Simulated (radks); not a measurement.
The numbers below are computed, except where a source is named.
Spherical quantum dot in the effective-mass picture: electrons in a hard-walled sphere of radius 6.27, with a point charge +1 (a donor) at the centre, all in effective atomic units (hartree* = m*/eps^2 hartree, bohr* = eps/m* bohr), one dielectric constant everywhere. Level of theory: non-relativistic Kohn-Sham, LDA (Slater exchange, Perdew-Wang correlation), spin-polarised, spherical densities (a radial shooting solver with Libxc functionals). Levels are named by radial order and angular momentum (1s, 1p, 1d, 2s, ...), and open shells are averaged over m. Each electron was tried in the lowest free levels, single moves between levels near the top were tried too, and the lowest total energy was kept; such a search can miss a lower state. At N = 1 the Hartree and exchange-correlation terms need not cancel, so that row can carry a self-interaction error.

N,open shells,2S,E (hartree*),mu = E(N) - E(N-1) (hartree*),addition energy mu(N+1) - mu(N) (hartree*),e(HOMO) (hartree*),rms radius (bohr*)
1,"1s(up 1, down 0)",1,-0.477803,-0.47780,0.4736,-0.26563,1.791
2,none,0,-0.481958,-0.0041552,0.4585,0.13287,2.403
3,"1p(up 1, down 0)",1,-0.0276399,0.45432,0.1904,0.54738,3.093
4,"1p(up 2, down 0)",2,0.617120,0.64476,0.1972,0.74297,3.427
5,"1p(up 3, down 0)",3,1.45908,0.84196,0.2464,0.94109,3.639
6,"1p(up 3, down 1)",2,2.54742,1.0883,0.1876,1.1812,3.795
7,"1p(up 3, down 2)",1,3.82337,1.2759,0.1913,1.3713,3.914
8,none,0,5.29059,1.4672,0.2837,1.5634,4.010
9,"2s(up 1, down 0)",1,7.04146,1.7509,0.2328,1.8695,4.066
10,"1d(up 1, down 0) 2s(up 1, down 0)",2,9.02518,1.9837,0.1875,2.0774,4.143
11,"1d(up 2, down 0) 2s(up 1, down 0)",3,11.1964,2.1712,0.1880,2.2657,4.209
12,"1d(up 3, down 0) 2s(up 1, down 0)",4,13.5556,2.3592,0.1882,2.4644,4.265
13,"1d(up 4, down 0) 2s(up 1, down 0)",5,16.1030,2.5474,0.1882,2.6632,4.315
14,"1d(up 5, down 0) 2s(up 1, down 0)",6,18.8386,2.7356,0.2336,2.8619,4.358
15,"1d(up 5, down 1) 2s(up 1, down 0)",5,21.8078,2.9692,0.1840,3.0613,4.398
16,"1d(up 5, down 2) 2s(up 1, down 0)",4,24.9610,3.1532,0.1847,3.2607,4.434
17,"1d(up 5, down 3) 2s(up 1, down 0)",3,28.2989,3.3379,0.1850,3.4599,4.467
18,none,0,31.8217,3.5228,0.1854,3.6052,4.531
19,"2s(up 1, down 0)",1,35.5299,3.7082,0.3330,3.8575,4.524
20,"2s(up 1, down 0) 1f(up 1, down 0)",2,39.5711,4.0412,0.1831,4.1328,4.552
21,"2s(up 1, down 0) 1f(up 2, down 0)",3,43.7955,4.2244,0.1832,4.3160,4.578
22,"2s(up 1, down 0) 1f(up 3, down 0)",4,48.2031,4.4076,0.1833,4.4993,4.603
23,"2s(up 1, down 0) 1f(up 4, down 0)",5,52.7940,4.5909,0.1833,4.6826,4.625
24,"2s(up 1, down 0) 1f(up 5, down 0)",6,57.5682,4.7742,0.1833,4.8659,4.646
25,"2s(up 1, down 0) 1f(up 6, down 0)",7,62.5257,4.9575,0.1832,5.0491,4.666
26,"2s(up 1, down 0) 1f(up 7, down 0)",8,67.6665,5.1407,0.2268,5.2324,4.685
27,"2s(up 1, down 0) 1f(up 7, down 1)",7,73.0340,5.3676,0.1811,5.4581,4.702
28,"2s(up 1, down 0) 1f(up 7, down 2)",6,78.5827,5.5486,0.1813,5.6392,4.719
29,"2s(up 1, down 0) 1f(up 7, down 3)",5,84.3126,5.7299,0.1814,5.8206,4.735
30,"2s(up 1, down 0) 1f(up 7, down 4)",4,90.2238,5.9113,0.1814,6.0020,4.750
31,"2s(up 1, down 0) 1f(up 7, down 5)",3,96.3165,6.0927,0.1815,6.1834,4.764
32,"2s(up 1, down 0) 1f(up 7, down 6)",2,102.591,6.2742,0.1815,6.3727,4.778
33,"2s(up 1, down 0)",1,109.046,6.4557,0.3573,6.5651,4.791
34,"2s(up 1, down 0) 1g(up 1, down 0)",2,115.859,6.8129,0.1801,6.9030,4.804
35,"2s(up 1, down 0) 1g(up 2, down 0)",3,122.852,6.9931,0.1802,7.0832,4.817
36,"2s(up 1, down 0) 1g(up 3, down 0)",4,130.026,7.1732,0.1802,7.2633,4.830
37,"2s(up 1, down 0) 1g(up 4, down 0)",5,137.379,7.3534,0.1802,7.4435,4.842
38,"2s(up 1, down 0) 1g(up 5, down 0)",6,144.913,7.5336,0.1802,7.6237,4.853
39,"2s(up 1, down 0) 1g(up 6, down 0)",7,152.626,7.7137,0.1801,7.8038,4.864
40,"2s(up 1, down 0) 1g(up 7, down 0)",8,160.520,7.8939,0.1801,7.9839,4.875
41,"2s(up 1, down 0) 1g(up 8, down 0)",9,168.594,8.0740,0.1801,8.1640,4.885
42,"2s(up 1, down 0) 1g(up 9, down 0)",10,176.848,8.2540,0.2226,8.3440,4.895
43,"2s(up 1, down 0) 1g(up 9, down 1)",9,185.325,8.4766,-,8.5660,4.904

All shells are closed at N = 2, 8, 18 (there: 1s2 1p6 1d10); the second difference of the energy has clear peaks (12 % above both neighbours; the first and last values, which can be the largest, are not judged, and half-filled shells can peak too) at N = 5, 8, 14, 19, 26, 33.
